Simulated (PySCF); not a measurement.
Species: C6H10Si2 (charge -1 and doublet state).
Z-matrix (Å and degrees, GFN2-xTB geometry), rows numbered from 1:
```
Si
C   1  1.8318
C   2  1.4242  1  123.19
C   3  1.3605  2  122.43  1  -177.95
C   4  1.4242  3  122.41  2     1.15
Si  5  1.8317  4  123.21  3  -177.97
C   5  1.4238  4  115.15  3    -1.00
C   7  1.3609  5  122.42  4     0.83
H   1  1.4777  2  111.52  3   -15.53
H   1  1.4889  2  113.69  3  -136.98
H   1  1.5022  2  118.09  3   104.48
H   3  1.0872  2  118.01  1     2.72
H   4  1.0872  3  119.55  2  -179.51
H   6  1.4892  5  113.68  4  -136.97
H   6  1.5019  5  118.06  4   104.52
H   6  1.4778  5  111.56  4   -15.48
H   7  1.0877  5  118.03  4  -179.60
H   8  1.0876  2  118.05  1    -2.61
```

The species is `[SiH3]C1=CC=C([SiH3])[CH-][CH]1` [radical] (charge -1).

Method: PySCF, UKS B3LYP, pcH-1 on C H Si, non-relativistic, mean-field spin-orbit, GIAO. Whether the extra electron is bound in the gas phase wasn't checked; a finite basis holds it in any case. A GFN2-xTB geometry isn't a minimum of the functional, and hyperfine couplings can be far from their values at a DFT geometry, by a factor of two or more for some ions and for spin on atoms past the first row. Stability of the SCF solution: not tested. No frequencies were computed at this geometry's level, so the symmetric structure isn't shown to be a minimum.

Principal values of hyperfine tensors in MHz (contact, dipolar and spin–orbit terms together), for some of the nuclei:

```csv
atom,isotope,A1,A2,A3,alike by the symmetry of this geometry
H14,1H,21.87,22.44,27.06,H10
Si6,29Si,12.64,25.18,26.26,Si1
C2,13C,-6.27,-5.21,71.12,C5
C7,13C,-11.85,-10.52,3.37,C8
C4,13C,-12.17,-10.70,5.90,C3
H12,1H,-7.76,-7.50,-0.38,H13
H18,1H,-7.08,-6.76,-0.36,H17
H9,1H,-2.64,-1.41,2.99,H16
```

Question: Give the isotropic coupling of each nucleus in MHz and in mT (g = 2.0029), and the anisotropic part.

Answer: a_iso is a third of the trace, T = A − a_iso, and a(mT) = a(MHz)/(g × 13.996). The tensors hold a spin–orbit part: the run splits a_iso into a_FC + a_SO, and T includes its anisotropic share.

```csv
atom,a_iso (MHz),a_FC,a_SO,a_iso (mT),T1,T2,T3
H14,23.79,23.78,0.00,0.849,-1.92,-1.35,3.27
Si6,21.36,21.31,0.05,0.762,-8.72,3.82,4.90
C2,19.88,19.95,-0.07,0.709,-26.15,-25.09,51.24
C7,-6.33,-6.33,0.00,-0.226,-5.52,-4.19,9.71
C4,-5.66,-5.66,0.00,-0.202,-6.51,-5.04,11.55
H12,-5.21,-5.21,0.00,-0.186,-2.55,-2.29,4.84
H18,-4.73,-4.73,0.00,-0.169,-2.35,-2.03,4.38
H9,-0.35,-0.36,0.00,-0.013,-2.29,-1.05,3.34
```

Question: What spin density at the nucleus of H14 lies behind its contact coupling (g_N = 5.58569)?

Answer: a_FC = 800.24 MHz bohr³ × g_N × ρ(0)/(2S). With a_FC = 23.78 MHz and 2S = 1, ρ(0) = 0.005321 bohr⁻³. In magnitude that is 1.7 % of the 1/π = 0.318 of a free hydrogen atom.

Question: H11 (1H, g_N = 5.58569) isn't in the table. Its spin density at the nucleus is 0.01151 bohr⁻³. What is its contact coupling?

Answer: By the same relation, a_FC = 51.5 MHz. Its full tensor has the principal values 49.52, 50.26, 54.62 MHz.

Question: Which nucleus of the table has the largest anisotropic coupling, and what is its form?

Answer: C2: -26.2, -25.1, 51.2 MHz (the dipolar term alone has -26.0, -25.1, 51.2), nearly axial, close to the ratio −1:−1:+2, the form that spin in one p orbital centred on that nucleus gives.

Question: What first-order splitting does H14 cause when the field lies along A1, A2 or A3 of its tensor (g taken as isotropic, no quadrupole term)?

Answer: 2 lines (I = 1/2), spaced by |A_i|/(g × 13.996): 0.78, 0.80, 0.97 mT along the axes of A1, A2 and A3.

The SMILES draws the unpaired electron on C8; the largest computed Mulliken spin population is on C5 (0.33 against 0.03).
